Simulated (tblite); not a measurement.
Compound: C₆H₁₄B₂N₂.
Atom-mapped SMILES: `[CH2:1]=[CH:2][N:3]([B:4]([NH2:5])[BH:6][CH3:7])[CH:8]1[CH2:9][CH2:10]1` (hydrogens: H11, H12 on C1; H13 on C2; H14, H15 on N5; H16 on B6; H17, H18, H19 on C7; H20 on C8; H21, H22 on C9; H23, H24 on C10)

Computed with GFN2-xTB (tblite), gas phase: L-BFGS steps from a force-field or distance-geometry start until the largest atomic force falls under 0.01 eV/Å.

Geometry at step 115:
```
atom  x, y, z in Å
C1     -2.0993    2.4726   -0.0512
C2     -0.8530    2.0496    0.1613
N3     -0.3211    0.8171   -0.1658
B4      1.0219    0.4131    0.1757
N5      1.6659    1.0834    1.2284
B6      1.8342   -0.7971   -0.6530
C7      2.7808   -1.8391    0.0638
C8     -1.1866   -0.0362   -0.9217
C9     -2.2935   -0.7819   -0.2248
C10    -1.1300   -1.5285   -0.8029
H11    -2.3841    3.4790    0.1983
H12    -2.8767    1.8461   -0.4487
H13    -0.1287    2.7421    0.5713
H14     1.2476    1.8047    1.7896
H15     2.5969    0.8492    1.5227
H16     1.7826   -0.8981   -1.8277
H17     3.7727   -1.8447   -0.3832
H18     2.3954   -2.8472   -0.0843
H19     2.9044   -1.6930    1.1356
H20    -1.4286    0.3588   -1.9063
H21    -2.3405   -0.6992    0.8483
H22    -3.2581   -0.8536   -0.7043
H23    -1.2903   -2.1016   -1.7031
H24    -0.4236   -1.9758   -0.1203
```

**Question.** What forces act on the atoms?

**Answer.** 
```json
{"atom": "C1", "Fx (eV/Å)": "0.060", "Fy (eV/Å)": "-0.053", "Fz (eV/Å)": "0.060"}
{"atom": "C2", "Fx (eV/Å)": "-0.109", "Fy (eV/Å)": "0.055", "Fz (eV/Å)": "-0.088"}
{"atom": "N3", "Fx (eV/Å)": "-0.028", "Fy (eV/Å)": "-0.018", "Fz (eV/Å)": "0.046"}
{"atom": "B4", "Fx (eV/Å)": "0.001", "Fy (eV/Å)": "-0.038", "Fz (eV/Å)": "0.009"}
{"atom": "N5", "Fx (eV/Å)": "-0.008", "Fy (eV/Å)": "-0.038", "Fz (eV/Å)": "-0.034"}
{"atom": "B6", "Fx (eV/Å)": "-0.027", "Fy (eV/Å)": "-0.028", "Fz (eV/Å)": "-0.018"}
{"atom": "C7", "Fx (eV/Å)": "-0.024", "Fy (eV/Å)": "0.006", "Fz (eV/Å)": "0.053"}
{"atom": "C8", "Fx (eV/Å)": "-0.006", "Fy (eV/Å)": "0.012", "Fz (eV/Å)": "-0.006"}
{"atom": "C9", "Fx (eV/Å)": "0.011", "Fy (eV/Å)": "-0.006", "Fz (eV/Å)": "-0.014"}
{"atom": "C10", "Fx (eV/Å)": "0.007", "Fy (eV/Å)": "0.006", "Fz (eV/Å)": "-0.009"}
{"atom": "H11", "Fx (eV/Å)": "0.030", "Fy (eV/Å)": "-0.002", "Fz (eV/Å)": "0.022"}
{"atom": "H12", "Fx (eV/Å)": "0.033", "Fy (eV/Å)": "0.004", "Fz (eV/Å)": "-0.026"}
{"atom": "H13", "Fx (eV/Å)": "-0.022", "Fy (eV/Å)": "-0.039", "Fz (eV/Å)": "0.009"}
{"atom": "H14", "Fx (eV/Å)": "0.009", "Fy (eV/Å)": "0.063", "Fz (eV/Å)": "0.020"}
{"atom": "H15", "Fx (eV/Å)": "0.008", "Fy (eV/Å)": "0.037", "Fz (eV/Å)": "-0.019"}
{"atom": "H16", "Fx (eV/Å)": "0.026", "Fy (eV/Å)": "0.005", "Fz (eV/Å)": "0.040"}
{"atom": "H17", "Fx (eV/Å)": "0.054", "Fy (eV/Å)": "0.013", "Fz (eV/Å)": "-0.052"}
{"atom": "H18", "Fx (eV/Å)": "-0.015", "Fy (eV/Å)": "-0.049", "Fz (eV/Å)": "-0.004"}
{"atom": "H19", "Fx (eV/Å)": "-0.030", "Fy (eV/Å)": "-0.011", "Fz (eV/Å)": "-0.009"}
{"atom": "H20", "Fx (eV/Å)": "0.015", "Fy (eV/Å)": "0.033", "Fz (eV/Å)": "-0.015"}
{"atom": "H21", "Fx (eV/Å)": "-0.026", "Fy (eV/Å)": "0.012", "Fz (eV/Å)": "0.060"}
{"atom": "H22", "Fx (eV/Å)": "0.009", "Fy (eV/Å)": "-0.019", "Fz (eV/Å)": "-0.001"}
{"atom": "H23", "Fx (eV/Å)": "0.031", "Fy (eV/Å)": "-0.025", "Fz (eV/Å)": "-0.002"}
{"atom": "H24", "Fx (eV/Å)": "0.000", "Fy (eV/Å)": "0.078", "Fz (eV/Å)": "-0.022"}
```

The largest, 0.15 eV/Å, acts on C2; the rms over all components is 0.034 eV/Å. The forces sum to zero within rounding, as they must for an isolated molecule in no field.

**Question.** Give the force on C2 in Eh/bohr and in nN.

**Answer.** 0.150 eV/Å ÷ 51.422 = 0.00293 Eh/bohr, and 0.150 eV/Å × 1.602 = 0.24 nN.

**Question.** How far is this geometry from the end of the optimisation?

**Answer.** 0.044 eV above it, and 0.356 Å rms away after alignment. The bonds farthest from their final lengths, with half the difference of the two atoms' forces along the bond (positive lengthens):

| bond | now (Å) | final (Å) | force along bond (eV/Å) |
| --- | --- | --- | --- |
| C7–H17 | 1.088 | 1.092 | +0.06 |
| C1=C2 | 1.333 | 1.330 | -0.11 |
| C8–C9 | 1.506 | 1.503 | 0.00 |
| B6–C7 | 1.580 | 1.582 | +0.01 |
| N3–C8 | 1.431 | 1.433 | 0.00 |
| C2–H13 | 1.083 | 1.081 | +0.02 |

The angle farthest from its final value is B6–C7–H17, 111.3° against 107.2°.

The cost below is that of the whole relaxation. Time: 2.9 s. Hardware: one thread, Arm Neoverse N1 (aarch64), shared host with 64 logical CPUs at a one-minute load of 57.
